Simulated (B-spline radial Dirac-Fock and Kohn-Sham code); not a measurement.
# M5 emission of Ir⁴⁺

System: the Ir⁴⁺ ion, [Xe] 4f14 5d5.

Method: independent-particle radiative and Coulomb Auger rates from relativistic LDA hole-state orbitals, with Dirac-Fock energies. Computed with a radial B-spline solver.

```tsv
line	multipole	energy (eV)	width (meV)	share (%)
Mζ1	E1	1541.9	1.66	3.40
Mα2	E1	1980.0	2.28	4.68
Mα1	E1	1983.0	44.5	91.3
M5-O3	E1	1995.9	0.285	0.586
```

The listed lines hold 100.0 % of the radiative rate. The radiative width is 0.0487 eV in the length form and 0.0490 eV in the velocity form; the two differ because the transition energies are not eigenvalue differences of the potential that gave the orbitals.
